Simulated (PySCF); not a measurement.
System: C₄H₁₂Si (charge 0, singlet). 
Structure (B3LYP-D3(BJ)/def2-TZVP (Ansatz) minimum search):
```xyz
17

C     -0.4188    -1.2301    -1.3586
Si     0.0000     0.0000     0.0000
C      0.0894     1.7311    -0.7277
C     -1.3311    -0.0542     1.3265
C      1.6605    -0.4469     0.7598
H     -1.3809    -0.9963    -1.8207
H     -0.4780    -2.2479    -0.9658
H      0.3383    -1.2219    -2.1464
H      0.3317     2.4704     0.0395
H     -0.8633     2.0203    -1.1780
H      0.8560     1.7947    -1.5037
H     -2.3102     0.2016     0.9147
H     -1.4073    -1.0501     1.7696
H     -1.1153     0.6517     2.1321
H      1.6402    -1.4501     1.1922
H      2.4565    -0.4241     0.0117
H      1.9323     0.2517     1.5548
```

Dispersion corrections to the total energy (kcal/mol) from the dftd3 and dftd4 libraries through PySCF: D3(BJ) without and D4 with the three-body term, each with the damping fitted for the functional named.

| functional | D3(BJ) | D4 |
|---|---|---|
| PBE | -8.65 | -8.20 |
| BLYP | [?] | -17.66 |
| revPBE | -21.01 | -24.53 |
| B3LYP | -14.84 | [?] |
| HSE06 | -5.91 | -6.51 |
| HF | -61.46 | [?] |
| LC-wPBE | -8.30 | -9.07 |

Problem. What belongs in the gaps?

Solution. 
- BLYP, D3(BJ): -18.06
- B3LYP, D4: -13.01
- HF, D4: -27.61
